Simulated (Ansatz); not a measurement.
System: SnF, charge 0, multiplicity 2. SMILES: [F][Sn]
Geometry: optimised at B3LYP-D3(BJ)/def2-TZVP (Ansatz, an electronic-structure program).

Property: atomisation energy (electronic, to ground-state atoms), in eV. Correlated levels leave the core frozen unless marked. UHF or UKS for open shells. Spin-orbit coupling is left out. The frozen core is the preceding noble-gas configuration, with the filled d and f shells of earlier blocks. In def2 rows, elements after Kr have scalar-relativistic effective core potentials. The coupled-cluster limit lacks core correlation, which all-electron functionals hold. CBS(X,Y): correlation extrapolated as X^-3; Hartree-Fock from the larger set.

```
level                                    program  atomisation energy (eV)
--------------------------------  --------------  -----------------------
BHLYP-D3(BJ)/def2-TZVPD           Ansatz + dftd3                     4.61
r2SCAN0/def2-TZVPD                        Ansatz                     4.71
LC-wPBE/def2-TZVPD                        Ansatz                     5.01
MP2/CBS(def2-TZVPPD,def2-QZVPPD)          Ansatz                     5.37
```

Q: Estimate the value at CCSD(T)/CBS(def2-TZVPPD,def2-QZVPPD) as computed with Ansatz.

A: 5.04 eV, so MP2/CBS(def2-TZVPPD,def2-QZVPPD) differs from it by 0.33 eV.
